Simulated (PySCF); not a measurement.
C7H11O (doublet state).
Z-matrix (Å and degrees, GFN2-xTB geometry), rows numbered from 1:
```
C 
C   1  1.5085
O   2  1.2047  1  122.72
C   2  1.5142  1  114.29  3   178.42
C   4  1.5461  2  110.05  1   -87.00
C   5  1.4794  4  103.86  2  -150.27
C   6  1.4785  5  112.04  4    11.59
C   7  1.5320  6  103.87  5    10.18
H   1  1.0887  2  108.96  3   110.69
H   1  1.0867  2  110.38  3    -9.02
H   1  1.0873  2  110.25  3  -130.83
H   4  1.0930  2  109.89  1    33.07
H   5  1.0949  4  112.55  2    87.09
H   5  1.1011  4  109.75  2   -31.44
H   6  1.0722  5  123.61  4  -171.84
H   7  1.0944  6  112.73  5   132.37
H   7  1.1006  6  111.03  5  -108.51
H   8  1.0890  4  112.01  2   -82.75
H   8  1.0908  4  108.47  2    36.84
```

The hyperfine couplings belong to this conformer and change with its torsions.

Identity: `CC(=O)[C@@H]1C[CH]CC1` [radical].

Theory: UKS B3LYP, pcH-1 on C H O, non-relativistic, mean-field spin-orbit, GIAO in PySCF. Geometry: GFN2-xTB, one conformer, isolated molecule. A GFN2-xTB geometry isn't a minimum of the functional, and hyperfine couplings can be far from their values at a DFT geometry. No stability test was run, so a lower SCF solution isn't excluded.

The largest Mulliken spin populations are on C6 (+1.02), C5 (-0.09) and C7 (-0.09). C6 is the only atom above +0.15. The angles at C6 add up to 359.9°, so it is planar; its axial dipolar tensor and the negative coupling of its proton fit spin in a p orbital normal to that plane.

Task: McConnell's relation a(H) = Q·ρ ties the coupling of a proton on a planar π carbon to the spin population of that carbon. What Q do the computed values give?

Result: 
```json
{"H": "H15", "C": "C6", "ρ(C)": "+1.024", "a(H) (G)": "-22.40", "a/ρ (G)": "-21.9"}
```

One proton gives one ratio, Q = -21.9 G, and no test of linearity. In every row coupling and population have opposite signs.

Task: How do the β-proton couplings of this frozen conformer go with θ, the angle between the C–H bond and the normal to the plane of the spin centre's three neighbours, both seen down the bond from centre to carbon?

Result: 
| β H | on | centre | θ (°) | cos²θ | a (G) |
| --- | --- | --- | --- | --- | --- |
| H13 | C5 | C6 | 43 | 0.54 | +28.80 |
| H14 | C5 | C6 | 18 | 0.91 | +50.74 |
| H16 | C7 | C6 | 44 | 0.52 | +29.06 |
| H17 | C7 | C6 | 17 | 0.91 | +51.59 |

Fitting the Heller–McConnell form a = ρ(B0 + B2 cos²θ), with Mulliken ρ = 1.02, gives B0 = -2.3 G and B2 = 57.4 G; with only two distinct angles the two parameters are fixed exactly. By this fit the coupling would be 56.4 G at θ = 0° and -2.4 G at 90°.

Couplings in gauss use g_iso = 2.0026.

On one thread, Arm Neoverse V2 (aarch64), shared host with 96 logical CPUs at a one-minute load of 18, this took 73 s of wall time (with the writing of density and orbital grids) and 1.1 GiB of memory at its peak.
